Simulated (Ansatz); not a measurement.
Species: C4H13NSi, net charge 0, singlet state. 
Structure (B3LYP-D3(BJ)/def2-TZVP (Ansatz, a quantum-chemistry and plane-wave program) minimum search):
```xyz
19

C      2.3995    -0.6161     0.0017
C      1.1496    -0.7310    -0.8718
N     -0.0668    -0.1758    -0.2837
Si    -0.4356     1.4978    -0.4945
C     -0.5965    -0.9542     0.8325
C     -2.0416    -0.6197     1.1736
H      3.2623    -1.0552    -0.5045
H      2.6274     0.4304     0.2154
H      2.2729    -1.1344     0.9534
H      0.9653    -1.7867    -1.1047
H      1.3310    -0.2309    -1.8249
H      0.3495     1.9542    -1.6639
H     -0.0800     2.3532     0.6742
H     -1.8781     1.7205    -0.7497
H      0.0180    -0.8335     1.7362
H     -0.5336    -2.0137     0.5585
H     -2.1512     0.4092     1.5238
H     -2.6897    -0.7526     0.3064
H     -2.3935    -1.2731     1.9734
```

Basis-set convergence of Hartree-Fock and MP2 correlation energies (hartree) with Ansatz. Cores are frozen in the correlated levels unless marked. Spin-orbit coupling is left out. No relativistic terms.

| basis | functions | E(HF) | E(corr, MP2) |
|---|---|---|---|
| cc-pV(D+d)Z | 158 | -502.44246 | -0.85712 |
| cc-pV(T+d)Z | 371 | ___ | ___ |

Task: Some entries are withheld; supply them.

Result: 
- cc-pV(T+d)Z, E(HF): -502.51880
- cc-pV(T+d)Z, E(corr, MP2): -1.05193
